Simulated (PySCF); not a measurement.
**Ionisation energy of Al⁺ by level of theory**

Al⁺ [Ne] 3s2 (1S) → Al²⁺ [Ne] 3s1 (2S), as a difference of total energies. All numbers are calculated (PySCF 2.14, the non-relativistic Hamiltonian (point nucleus), in aug-cc-pV(D+d)Z (5s4p3d, 32 functions)). Correlated levels: valence: [Ne] frozen. The calculations carry no spin-orbit coupling.

```csv
method,ionisation energy (eV)
UHF,17.547
MP2 (valence),18.242
SCS-MP2 (valence),18.381
CCSD (valence),18.603
```

Problem. How much does correlation contribute at MP2 (valence)?

Solution. 18.242 − (17.547) = 0.695 eV, measured against UHF.

Errors of the correlated levels include the incompleteness of this basis and the frozen core.

With two correlated electrons CCSD is exact in that space.

For comparison: 18.829 eV (measured; NIST Atomic Spectra Database, ionization energies).
